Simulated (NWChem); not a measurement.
System: C$_{4}$H$_{8}$; SMILES C=CCC

Parts of the log:

```
             Northwest Computational Chemistry Package (NWChem) 7.3.0
             --------------------------------------------------------

 C1  symmetry detected

                             Geometry "geometry" -> ""
                             -------------------------

 Output coordinates in angstroms (scale by  1.889725989 to convert to a.u.)

  No.       Tag          Charge          X              Y              Z
 ---- ---------------- ---------- -------------- -------------- --------------
    1 C                    6.0000     0.04068784     1.86189338    -0.27810479
    2 C                    6.0000     0.21260939     0.71907617     0.38833210
    3 C                    6.0000    -0.56978682    -0.53976937     0.17772193
    4 C                    6.0000     0.30345629    -1.72651704    -0.21913479
    5 H                    1.0000    -0.72654440     1.96067954    -1.05358302
    6 H                    1.0000     0.65567603     2.74226385    -0.07327218
    7 H                    1.0000     0.99888204     0.67075374     1.15445578
    8 H                    1.0000    -1.10485816    -0.78680599     1.11297408
    9 H                    1.0000    -1.34518860    -0.36625503    -0.58677201
   10 H                    1.0000     0.83210247    -1.53137535    -1.16494174
   11 H                    1.0000    -0.29790476    -2.63919992    -0.34926817
   12 H                    1.0000     1.06603522    -1.93815968     0.54752058

 Effective nuclear repulsion energy (a.u.)     116.9051687205

  pbe96 is a nonlocal functional; adding pw91lda local functional.

                                 NWChem DFT Module
                                 -----------------

 Summary of "ao basis" -> "ao basis" (spherical)
 ------------------------------------------------------------------------------
       Tag                 Description            Shells   Functions and Types
 ---------------- ------------------------------  ------  ---------------------
 C                          cc-pvtz                 10       30   4s3p2d1f
 H                          cc-pvtz                  6       14   3s2p1d

            General Information
            -------------------
          SCF calculation type: DFT
          Wavefunction type:  closed shell.
          No. of atoms     :    12
          No. of electrons :    32
           Alpha electrons :    16
            Beta electrons :    16
          Charge           :     0
          Spin multiplicity:     1
          Use of symmetry is: off; symmetry adaption is: off
          Maximum number of iterations: 150
          AO basis - number of functions:   232
                     number of shells:    88
          Convergence on energy requested:  1.00D-06
          Convergence on density requested:  1.00D-05
          Convergence on gradient requested:  5.00D-04

              XC Information
              --------------
          PerdewBurkeErnzerhof Exchange Functional  1.000
            Perdew 1991 LDA Correlation Functional  1.000 local
           PerdewBurkeErnz. Correlation Functional  1.000 non-local

             Grid Information
             ----------------
          Grid used for XC integration:  medium
          Radial quadrature: Mura-Knowles
          Angular quadrature: Lebedev.
          Tag              B.-S. Rad. Rad. Pts. Rad. Cut. Ang. Pts.
          ---              ---------- --------- --------- ---------
          C                   0.70       49          12.0       434
          H                   0.35       45          13.0       434
          Grid pruning is: on
          Number of quadrature shells:   556
          Spatial weights used:  Erf1

      Superposition of Atomic Density Guess
      -------------------------------------

 Sum of atomic energies:        -154.68046061

      Non-variational initial energy
      ------------------------------

 Total energy =    -157.388816
 1-e energy   =    -436.554476
 2-e energy   =     162.260491
 HOMO         =      -0.317842
 LUMO         =       0.003521

------------------------------------------------------------
EAF file 0: "./job.aoints.0" size=1512570880 bytes
------------------------------------------------------------
               write      read    awrite     aread      wait
               -----      ----    ------     -----      ----
     calls:     2885         0         0         0         0
   data(b): 1.51e+09  0.00e+00  0.00e+00  0.00e+00
   time(s): 0.00e+00  0.00e+00  0.00e+00  0.00e+00  0.00e+00
rate(mb/s): 0.00e+00  0.00e+00
------------------------------------------------------------

     ---------------------------------------------
      Total Density - Mulliken Population Analysis
     ---------------------------------------------

    Atom       Charge   Shell Charges
 -----------   ------   -------------------------------------------------------
    1 C    6     6.48   1.96  0.90  0.19  0.41  0.81  1.50  0.65  0.01  0.05  0.01
    2 C    6     6.10   1.96  0.89  0.19  0.26  0.77  1.45  0.49  0.02  0.07  0.01
    3 C    6     6.34   1.95  0.88  0.18  0.34  0.79  1.56  0.54  0.02  0.08  0.01
    4 C    6     6.54   1.95  0.89  0.18  0.38  0.81  1.61  0.64  0.01  0.05  0.00
    5 H    1     0.82   0.24  0.42  0.14  0.01  0.01  0.00
    6 H    1     0.82   0.24  0.42  0.13  0.01  0.01  0.00
    7 H    1     0.81   0.24  0.41  0.13  0.01  0.01  0.00
    8 H    1     0.81   0.24  0.42  0.13  0.01  0.02  0.00
    9 H    1     0.82   0.24  0.42  0.13  0.01  0.02  0.00
   10 H    1     0.83   0.24  0.42  0.14  0.01  0.01  0.00
   11 H    1     0.82   0.24  0.42  0.13  0.01  0.01  0.00
   12 H    1     0.82   0.24  0.42  0.13  0.01  0.02  0.00

   convergence    iter        energy       DeltaE   RMS-Dens  Diis-err
 ---------------- ----- ----------------- --------- --------- ---------
 d= 0,ls=0.0,diis     1   -157.0057129379 -2.74D+02  2.11D-03  5.45D-01
 d= 0,ls=0.0,diis     2   -157.0412446051 -3.55D-02  7.23D-04  2.65D-02
 d= 0,ls=0.0,diis     3   -157.0375162505  3.73D-03  4.93D-04  5.48D-02
 d= 0,ls=0.0,diis     4   -157.0439797279 -6.46D-03  1.61D-04  5.15D-03
 d= 0,ls=0.0,diis     5   -157.0446362670 -6.57D-04  4.20D-05  3.61D-04
  Resetting Diis
 d= 0,ls=0.0,diis     6   -157.0446832509 -4.70D-05  5.96D-06  4.42D-06
 d= 0,ls=0.0,diis     7   -157.0446837919 -5.41D-07  3.02D-06  3.31D-07

         Total DFT energy =     -157.044683791942
      One electron energy =     -441.150603558979
           Coulomb energy =      191.610905357917
    Exchange-Corr. energy =      -24.410154311352
 Nuclear repulsion energy =      116.905168720472

 Numeric. integr. density =       31.999998075491

                       DFT Final Molecular Orbital Analysis
                       ------------------------------------

 Vector   14  Occ=2.000000D+00  E=-2.977677D-01
              MO Center= -1.5D-01, -8.2D-01, -1.6D-02, r^2= 3.0D+00
   Bfn.  Coefficient  Atom+Function         Bfn.  Coefficient  Atom+Function
  ----- ------------  ---------------      ----- ------------  ---------------
    70      0.172541   3 C  pz              178     -0.157148   9 H  s
   164      0.150157   8 H  s               100     -0.148759   4 C  pz
    67      0.147154   3 C  pz              192      0.142519  10 H  s
   220     -0.131281  12 H  s                97     -0.128668   4 C  pz
    99      0.115837   4 C  py               69     -0.113222   3 C  py

 Vector   15  Occ=2.000000D+00  E=-2.908541D-01
              MO Center= -1.2D-02,  2.2D-01,  6.8D-02, r^2= 3.8D+00
   Bfn.  Coefficient  Atom+Function         Bfn.  Coefficient  Atom+Function
  ----- ------------  ---------------      ----- ------------  ---------------
   150      0.147062   7 H  s                38      0.145044   2 C  px
    68     -0.140639   3 C  px               35      0.125459   2 C  px
    65     -0.124274   3 C  px              136     -0.121291   6 H  s
    69     -0.119428   3 C  py              151      0.118158   7 H  s
   178      0.116693   9 H  s               206     -0.115902  11 H  s

 Vector   16  Occ=2.000000D+00  E=-2.281094D-01
              MO Center=  5.8D-02,  1.1D+00,  4.5D-02, r^2= 2.2D+00
   Bfn.  Coefficient  Atom+Function         Bfn.  Coefficient  Atom+Function
  ----- ------------  ---------------      ----- ------------  ---------------
    10     -0.193158   1 C  pz                8      0.185414   1 C  px
    40     -0.178999   2 C  pz               38      0.164789   2 C  px
     7     -0.156321   1 C  pz               13     -0.153054   1 C  pz
     5      0.150149   1 C  px               11      0.144566   1 C  px
    37     -0.143124   2 C  pz               35      0.133354   2 C  px

 Vector   17  Occ=0.000000D+00  E=-2.361746D-02
              MO Center=  7.4D-02,  1.0D+00,  5.9D-02, r^2= 3.1D+00
   Bfn.  Coefficient  Atom+Function         Bfn.  Coefficient  Atom+Function
  ----- ------------  ---------------      ----- ------------  ---------------
    43      0.446168   2 C  pz               94      0.391733   4 C  s
    13     -0.370126   1 C  pz               11      0.364087   1 C  px
    41     -0.316402   2 C  px              207     -0.302013  11 H  s
    40      0.223474   2 C  pz               12     -0.213857   1 C  py
   165     -0.195998   8 H  s                38     -0.191733   2 C  px

 Vector   18  Occ=0.000000D+00  E= 2.709023D-02
              MO Center=  1.6D-03, -8.4D-01,  2.9D-01, r^2= 7.5D+00
   Bfn.  Coefficient  Atom+Function         Bfn.  Coefficient  Atom+Function
  ----- ------------  ---------------      ----- ------------  ---------------
    94      1.759864   4 C  s                64      1.537121   3 C  s
   165     -0.880895   8 H  s               151     -0.818555   7 H  s
   221     -0.797870  12 H  s                 4      0.724330   1 C  s
   179     -0.708035   9 H  s               207     -0.703766  11 H  s
    41      0.621944   2 C  px               71     -0.615634   3 C  px

[...]
```

Level: PBE/cc-pVTZ. Coordinates come from a PBE0/def2-SVP optimisation.

Task: Reconstruct the input file.

Result: Several could match; the one computed here: the input that was run:
```
start job
memory heap 200 mb stack 900 mb global 1100 mb
geometry units angstroms noautoz
  C      0.047291     1.864571    -0.275826
  C      0.196102     0.721484     0.395690
  C     -0.574644    -0.538954     0.153948
  C      0.316020    -1.723280    -0.210069
  H     -0.689736     1.962364    -1.080188
  H      0.651865     2.746154    -0.046652
  H      0.952397     0.674208     1.191484
  H     -1.144756    -0.788168     1.067671
  H     -1.320433    -0.366463    -0.639684
  H      0.880240    -1.525965    -1.134634
  H     -0.277738    -2.637219    -0.364104
  H      1.049002    -1.933931     0.585194
end
basis spherical
  * library cc-pvtz
end
dft
  xc xpbe96 cpbe96
  iterations 150
  semidirect filesize 400000000
  mulliken
end
task dft energy
```
